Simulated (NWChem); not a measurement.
System: BH2O2Cl; SMILES OB(O)Cl

The following NWChem deck was run.

```
start job
memory heap 200 mb stack 900 mb global 1100 mb
geometry units angstroms noautosym nocenter noautoz
  B     -0.018430     0.443763     0.000000
  Cl     0.023555    -1.341719     0.000000
  O     -1.234863     1.049285     0.000000
  H     -1.137150     2.019658     0.000000
  O      1.136216     1.175458     0.000000
  H      1.928906     0.610853     0.000000
end
basis spherical
  B library def2-tzvp
  Cl library def2-tzvp
  O library def2-tzvp
  H library def2-tzvp
end
dft
  xc hfexch
  iterations 150
end
property
  efieldgrad
end
task dft property
```

Geometry: optimised at PBE-D3(BJ)/def2-SVP.

Vzz is the largest principal value of the second derivative of the potential at the nucleus (NWChem prints the opposite sign); η is the asymmetry. Non-relativistic.

Atoms are numbered as in the input.

Problem. What results follow from this input? (Hartree-Fock/def2-TZVP.) Quantities: Vzz B1 (a.u.); η B1; Vzz Cl2 (a.u.); η Cl2; Vzz O3 (a.u.); η O3; Vzz O5 (a.u.); η O5.

Solution. 
```yaml
Vzz B1 (a.u.): 0.329
"η B1": 0.48
Vzz Cl2 (a.u.): 2.288
"η Cl2": 0.28
Vzz O3 (a.u.): 1.397
"η O3": 0.30
Vzz O5 (a.u.): 1.364
"η O5": 0.36
```
